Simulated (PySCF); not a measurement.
Structure with atom numbers: `[O:1]=[S:2](=[O:3])([O-:4])[c:5]1[cH:6][n:7][s:8][n:9]1`. Each H is labelled by its parent atom.

Geometry: GFN2-xTB; GIAO shifts from PySCF, gas phase, non-relativistic, averaged over equivalent atoms.

At OLYP/pcSseg-1 (172 basis functions, about 90 core-seconds):
```csv
atoms,δ (ppm)
O1/O3/O4,260.3
C5,172.6
C6,151.0
N7,359.8
N9,342.9
H(C6),8.37
```

Shifts are taken against calculated references (same method and geometry level): ¹⁷O (336.00 ppm) against H2O; ¹³C (183.31 ppm), ¹H (31.74 ppm) vs TMS; ¹⁵N (267.03 ppm) vs NH3.

Problem. Predict the values at BLYP/pcSseg-1 on the same geometry.

Solution. 
```tsv
atoms	δ at BLYP/pcSseg-1	change
O1/O3/O4	271.4	+11.1
C5	180.3	+7.7
C6	156.6	+5.6
N7	377.1	+17.3
N9	358.5	+15.6
H(C6)	8.28	-0.09
```

Referencing at the same level of theory: ¹⁷O (335.56 ppm) against H2O; ¹³C (178.05 ppm), ¹H (31.80 ppm) against TMS; NH3 for ¹⁵N (265.08 ppm).

The largest change is at N7 (pyridine-type nitrogen of an azole). Cost: 172 basis functions, about 80 core-seconds.

Unscaled 17O shifts of doubly bonded oxygen tend to come out too high, by tens of ppm or more. Experimental scales use liquid or dissolved standards, which lie at an offset from isolated NH3 (liquid NH3: subtract about 20 ppm) and H2O (liquid H2O: subtract about 36 ppm). Unscaled 15N shifts of sp2 nitrogen come out 20 to 40 ppm too high even then.
